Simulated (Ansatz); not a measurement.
An input meant for PdS₂⁺ (charge 1, doublet; scaled by 1.25).

```yaml
crystal:
  periodic: [false, false, false]
  atoms:
    - {symbol: Pd, position_ang: [1.307816, 1.086865, 0.341444]}
    - {symbol: S, position_ang: [1.007816, 1.086865, 0.041444]}
    - {symbol: S, position_ang: [0.687379, -1.313399, 0.034782]}
basis:
  gaussian: {orbitals: def2-mTZVP}
total_charge: 1
magnetization: {spin_polarized: true, initial_magnetization: 1}
hamiltonian: {xc: {name: RPBE}, dispersion: d3bj}
scf: {omitted_lower_state_checks: [starts]}
output: {forces: true}
```

```sh
$ ansatz run in.yaml --threads 4 --pin off --events-out ev --progress --plain --max-ram 3916MiB
```

Shortened log:

```
Functional definition: RPBE
811 factors; their error is unknown
mean field evaluation 1: about -22808.4505 eV, gradient 8.5e1 eV
mean field evaluation 2: about -22758.6507 eV, gradient 1.2e2 eV
mean field evaluation 4: about -22823.5430 eV, gradient 3.6e1 eV
mean field evaluation 8: about -22833.9900 eV, gradient 3.4e-1 eV
mean field evaluation 16: about -22833.9547 eV, gradient 1.1e-3 eV
mean field evaluation 32: about -22833.9785 eV, gradient 7.2e-2 eV
a density is far from that of the atoms, so the factors are made again for it
833 factors; integrals over basis functions are off by at most 1.7e-4 eV
mean field evaluation 64: about -22833.9809 eV, gradient 7.3e-6 eV
mean field -22833.98085925 eV, -839.1333191494 hartree, gradient 7.3e-6 eV, S^2 0.754083; 0 other end points of the search recorded, 0 dependent functions left out
reference -22833.98090426 eV, -839.1333208032 hartree; 25, 24 occupied and 52, 53 virtual orbitals, 833 factors
Total energy: -22835.19156492 eV, -839.1778117620 hartree
Atom 0 at     1.307816     1.086865     0.341444 Å, force 10464.288592    -2.312503 10464.590895 eV/Å
Atom 1 at     1.007816     1.086865     0.041444 Å, force -10464.541603     2.582328 -10464.879178 eV/Å
Atom 2 at     0.687379    -1.313399     0.034782 Å, force     0.253011    -0.269825     0.288283 eV/Å
Dipole moment:    -0.048925    -0.139840    -0.030644 e Å
Checks for a lower state left out: starts
```

In this input one atom was put on top of another. The calculation finished and met its thresholds. The result belongs to that input, not to the species as meant.

In the def2 sets Pd takes a core potential; there is no spin–orbit coupling.
